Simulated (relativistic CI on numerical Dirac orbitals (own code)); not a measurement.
## Radial parameters of Tb36+

Method of calculation: Dirac-Coulomb-Breit CI, separate exchange-only KLI orbitals for each configuration, model QED (radiative potential, 1s self-energy scaled to tabulated hydrogen-like ionisation energies), unscaled Slater integrals (own radial code, finite nucleus).

Slater integrals F^k, G^k are unscaled and averaged over j, outside the closed core [Ar]; ζ comes from projecting the Hamiltonian with its Breit term on Σ l·s of the shell.

- 3d10 4p: ζ(4p) = 272030 cm⁻¹; <r>(4p) = 0.4816, <r^2>(4p) = 0.2624 (bohr units).
- 3d10 4d: ζ(4d) = 34140 cm⁻¹; <r>(4d) = 0.4788, <r^2>(4d) = 0.2621 (bohr units).
- 3d10 4f: ζ(4f) = 5133.4 cm⁻¹; <r>(4f) = 0.4457, <r^2>(4f) = 0.2234 (bohr units).

Averages of the first 10 configurations, taken without configuration mixing, which lowers the lowest level and can move excited configurations by several eV; other configurations of the list can lie among them:

| Configuration | Parity | States | Average energy above the lowest level (eV) |
| --- | --- | --- | --- |
| 3d10 4s | even | 2 | 0.1 |
| 3d10 4p | odd | 6 | 110.4 |
| 3d10 4d | even | 10 | 254.9 |
| 3d10 4f | odd | 14 | 390.5 |
| 3d10 5s | even | 2 | 652.6 |
| 3d10 5p | odd | 6 | 705.0 |
| 3d10 5d | even | 10 | 773.1 |
| 3d10 5f | odd | 14 | 833.1 |
| 3d10 5g | even | 18 | 860.9 |
| 3d9 4p2 | even | 150 | 1300.7 |
